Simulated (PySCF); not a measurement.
A series of related molecules

Computed, not measured: PySCF, TDA BHandHLYP/def2-SVP excited states, vertical, gas phase. Geometry: GFN2-xTB.

Each molecule in one low-energy conformer.

Scalar relativity is left out, which matters for the atoms heavier than Zn.

Q: How does the vertical S1–T1 gap change along this series?
- COc1ccc(S(C)(=O)=O)[se]1 (H replaced by OCH3)
- CS(=O)(=O)c1ccc(F)[se]1 (H replaced by F)
- CS(=O)(=O)c1ccc(-c2cccs2)[se]1 (H replaced by 2-thienyl)

A: 
```tsv
molecule	S1 (eV)	S1 from	f(S1)	T1 (eV)	T1 from	S1 − T1 (eV)	S0–T1 spin-orbit coupling (cm⁻¹)	S1–T1 spin-orbit coupling (cm⁻¹)
COc1ccc(S(C)(=O)=O)[se]1	5.27	HOMO→LUMO	0.260	3.26	HOMO→LUMO	2.01	6.89	22.28
CS(=O)(=O)c1ccc(F)[se]1	5.61	HOMO→LUMO	0.179	3.36	HOMO→LUMO	2.26	7.90	16.28
CS(=O)(=O)c1ccc(-c2cccs2)[se]1	4.15	HOMO→LUMO	0.698	2.42	HOMO→LUMO	1.73	3.92	1.90
```
The vertical S1–T1 gap is lowest for CS(=O)(=O)c1ccc(-c2cccs2)[se]1 and highest for CS(=O)(=O)c1ccc(F)[se]1.
